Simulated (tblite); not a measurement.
C4H9ClSi.
Atom-mapped SMILES: `[Cl:1][SiH:2]1[CH2:3][CH2:4][CH2:5][CH2:6]1` (hydrogens: H7 on Si2; H8, H9 on C3; H10, H11 on C4; H12, H13 on C5; H14, H15 on C6)

Computed geometry: GFN2-xTB, gas phase.

(1) List the bond lengths, angles and torsions at this level.

Answers

(1) 
```
          bond  length (bohr)
       Cl1–Si2          3.823
Si2–C3, Si2–C6          3.603
  C3–C4, C5–C6          2.896
         C4–C5          2.885
        Si2–H7          2.763
 C3–H8, C6–H15          2.058
 C3–H9, C6–H14          2.060
C4–H10, C5–H13          2.063
C4–H11, C5–H12          2.063
```

Bonds in one row agree within 0.02 bohr and their mean is given. A selection of angles:
```
     angle  degrees
Cl1–Si2–C3    113.0
Cl1–Si2–H7    108.0
 C3–Si2–C6     93.8
 C3–Si2–H7    114.4
 Si2–C3–C4    104.1
 Si2–C3–H8    114.5
 Si2–C3–H9    111.0
  C4–C3–H8    110.7
  C4–C3–H9    109.7
  H8–C3–H9    106.8
  C3–C4–C5    108.1
 C3–C4–H10    109.3
 C3–C4–H11    111.4
 C5–C4–H10    109.0
 C5–C4–H11    111.1
H10–C4–H11    107.9
 C4–C5–H12    109.0
 C4–C5–H13    111.1
 C6–C5–H12    109.4
 C6–C5–H13    111.4
 C5–C6–H14    110.9
 C5–C6–H15    109.5
Si2–C6–H14    114.7
Si2–C6–H15    110.5
```

Torsions: Cl1–Si2–C3–C4 132° (anticlinal); Si2–C3–C4–C5 -39° (synclinal); C3–C4–C5–C6 51° (synclinal); C4–C5–C6–Si2 -37° (synclinal); Cl1–Si2–C6–C5 -105° (anticlinal). The mirror-image conformer, all signs reversed, is as good.

The 5-membered ring Si2–C3–C4–C5–C6 has internal angles of 93.8° to 108.1° (sum 518°, against 540° for a flat polygon); it is puckered, 0.20 Å rms from its mean plane, widest ring torsion 51°. Si2 (chlorine-bound silicon) has angles from 93.8° to 114.4°.

Point group: C1 (no symmetry element, even within 0.4 Å). Its GFN2-xTB frequencies are all real (lowest 74 cm⁻¹). The numbers are those of one conformer.
